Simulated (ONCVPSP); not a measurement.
rhodium (Rh): one change to an ONCV potential, before and after

Rh (Z = 45), optimised norm-conserving Vanderbilt (ONCV), made with ONCVPSP 4.0.1 (LDA (Perdew-Wang 92), scalar-relativistic). Core [Ar] 3d10, reference 4s2 4p6 4d6 (charge +3). Waves: 4s: rc 1.65 bohr, ncon 5, nbas 8, qcut 7.8 1/bohr, 2 projectors, debl 0.4 Ha; 4p: rc 1.40 bohr, ncon 4, nbas 7, qcut 9.3 1/bohr, 2 projectors, debl 1.8 Ha; 4d: rc 1.50 bohr, ncon 4, nbas 8, qcut 12.1 1/bohr, 1 projector. Local part: polynomial inside 1.15 bohr (lpopt 4, dvloc0 1 Ha). Core correction: Teter function, fcfact 5.75, rcfact 1.05.

In the s channel the program set the typed energies aside and used -4.358, 0.050 Ha. In the p channel the program set the typed energies aside and used -3.167, 0.250 Ha.

Change: p: qcut 7.8.

Cutoffs: the cutoffs (Ha) at which the residual kinetic energy of the hardest occupied pseudo-wave falls to 1 and 0.1 mHa per electron; they do not see the model core or the augmentation charge, which bear on the density cutoff. Errors are all-electron minus pseudo energies relative to the spin-unpolarised reference configuration.

**Question.** What does the change do?

**Answer.** The potential gets neither clearly harder nor softer (33 Ha and 42 Ha → 33 Ha and 42 Ha); the d channel sets the loose cutoff, while the largest relative change is in p, which becomes softer; the errors of the 4 common tests hardly move; neither file shows a bound ghost.

```tsv
quantity	base	changed
cutoff, loose	33 Ha	33 Ha
cutoff, tight	42 Ha	42 Ha
loose cutoff by channel	s 25 Ha, p 30 Ha, d 33 Ha	s 25 Ha, p 23 Ha, d 33 Ha
bound ghosts	none	none
GHOST(+) flags under 300 eV	none	none
error for 4s2 4p6 4d8 5s1, meV [ΔE -60.29 eV]	+16	+17
error for 4s2 4p6 4d8, meV [ΔE -52.51 eV]	+16	+16
error for 4s2 4p6 4d7, meV [ΔE -32.74 eV]	+7.3	+7.5
error for 4s2 4p6 4d8 5s0.5, meV [ΔE -57.22 eV]	+16	+16
s: phases at 1.67 bohr within 0.05 rad from the reference energy up to (Ha; the scan ends near 5)	to the end of the scan	to the end of the scan
p: phases at 1.42 bohr within 0.05 rad from the reference energy up to (Ha; the scan ends near 5)	to the end of the scan	to the end of the scan
d: phases at 1.52 bohr within 0.05 rad from the reference energy up to (Ha; the scan ends near 5)	2.4	2.4
rms error of d²Exc/dni dnj with the model core, mHa	2.31	2.29
```
